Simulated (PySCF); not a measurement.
**Ionisation energy of Al⁸⁺ by level of theory**

Al⁸⁺ [He] 2s2 2p1 [2p1/2^1, M_J = 1/2] → Al⁹⁺ [He] 2s2, as a difference of total energies. Computed with PySCF 2.14 in an even-tempered Gaussian basis (18 s from 0.97 bohr⁻², ratio 2.4; 10 p from 1.3 bohr⁻², ratio 2.4; 5 d from 5.1 bohr⁻², ratio 2.6; 5 f from 7.6 bohr⁻², ratio 2.6), with the two-component X2C-1e Hamiltonian. Correlated levels: nothing frozen; the 30 highest virtual spinors dropped. "Screened" scales the spin-orbit matrix elements by Boettger's factors to mimic the two-electron term; Breit and QED terms are absent.

```
                    method  ionisation energy (eV)
           GHF (spin-free)                  330.32
          GMP2 (spin-free)                  330.38
 GHF (screened spin-orbit)                  330.73
GMP2 (screened spin-orbit)                  330.80
```

For comparison: 330.21 eV (semi-empirical (NIST evaluation); NIST Atomic Spectra Database, ionization energies).
